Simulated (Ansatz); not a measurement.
Mulliken charges of CH4OSiTe (`[TeH][SiH]1CO1`) from PBE/def2-TZVPP in Ansatz (PBE0-D4/def2-TZVP geometry).

| atom | x (Å) | y (Å) | z (Å) | charge (e) |
| --- | --- | --- | --- | --- |
| Te1 | -1.294 | 1.981 | -1.065 | -0.017 |
| Si2 | 0.372 | 0.683 | 0.206 | 0.320 |
| C3 | 0.294 | -1.092 | 0.513 | -0.108 |
| O4 | 1.200 | -0.549 | -0.528 | -0.326 |
| H5 | -1.958 | 0.585 | -1.661 | -0.001 |
| H6 | 1.155 | 1.612 | 1.051 | -0.058 |
| H7 | -0.505 | -1.704 | 0.098 | 0.094 |
| H8 | 0.828 | -1.572 | 1.330 | 0.097 |

**Question.** By hand: the dipole of these point charges (1 e Å = 4.8032 D).

**Answer.** Σ q r = (-0.314, 0.075, 0.280) e Å, of length 0.427 e Å = 2.05 D.

**Question.** How does the dipole of the full density compare? (An estimate is asked.)

**Answer.** Computed: (-0.238, 0.101, 0.177) e Å, 1.50 D; the point charges give 1.37 times that, at 10° from its direction.

Point charges leave out the atoms' own dipoles, such as those of lone pairs, and Mulliken's split depends on the basis, so the two needn't agree.
